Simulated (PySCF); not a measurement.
BH6N, SMILES [BH3-][NH3+]. Atoms are numbered in the order given.

```xyz
8

B      0.0000     0.0000    -0.9299
N      0.0000     0.0000     0.7283
H      0.0000    -1.1673    -1.2413
H      1.0110     0.5837    -1.2413
H     -1.0110     0.5837    -1.2413
H     -0.8217    -0.4744     1.0916
H      0.0000     0.9488     1.0916
H      0.8217    -0.4744     1.0916
```

Coordinates come from a B3LYP-D3(BJ)/def2-TZVP optimisation.

Level of theory: M06-2X/def2-TZVPD (PySCF).

Mulliken values depend strongly on the basis, most of all with diffuse functions as here. Atomic charges (e):

```json
[
 {"atom": "B1", "Mulliken": "-0.29", "IAO": "(withheld)"},
 {"atom": "N2", "Mulliken": "-0.63", "IAO": "(withheld)"},
 {"atom": "H3", "Mulliken": "-0.05", "IAO": "(withheld)"},
 {"atom": "H4", "Mulliken": "-0.05", "IAO": "(withheld)"},
 {"atom": "H5", "Mulliken": "-0.05", "IAO": "(withheld)"},
 {"atom": "H6", "Mulliken": "0.35", "IAO": "(withheld)"},
 {"atom": "H7", "Mulliken": "0.35", "IAO": "(withheld)"},
 {"atom": "H8", "Mulliken": "0.35", "IAO": "(withheld)"}
]
```

Problem. Some entries are withheld; supply them. (An estimate is asked for; the answer gives what the named calculation found.)

Solution. 
- B1, IAO: -0.36
- N2, IAO: -0.44
- H3, IAO: -0.03
- H4, IAO: -0.03
- H5, IAO: -0.03
- H6, IAO: 0.30
- H7, IAO: 0.30
- H8, IAO: 0.30
